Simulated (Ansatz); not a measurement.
`Cl[SiH2]Cl` + `O[SiH2][SiH2]Br` → `O[SiH2][SiH2][SiH2]Cl` + `ClBr`  (formal exchange of groups at the Si–Cl bond)

Isolated molecules relaxed with PBE0-D4/def2-TZVP in Ansatz; ΔE leaves out vibrations. CBS: MP2 limit from def2 TZ/QZ plus the TZ coupled-cluster correction, frozen cores. For Br outer-core shells are correlated without core-valence functions, which leaves a few kJ/mol of doubt a bond. Scalar relativity is left out up to krypton. One conformer a species, not always the lowest.

| species | CCSD(T)/CBS(def2) energy (Eh) |
| --- | --- |
| `Cl[SiH2]Cl` | -1209.93203 |
| `O[SiH2][SiH2]Br` | -3229.74135 |
| `O[SiH2][SiH2][SiH2]Cl` | -1406.48393 |
| `ClBr` | -3033.06727 |

Question: Work out ΔE.

Answer: ΔE = (-1406.48393) + (-3033.06727) − (-1209.93203) − (-3229.74135) = 0.12218 Eh = +76.7 kcal/mol.

Largest T1 diagnostic among the species: 0.012.

From PBE to PBE0 (25 % exact exchange), in def2-TZVPP and without D4, ΔE moves by +4.3 kcal/mol.
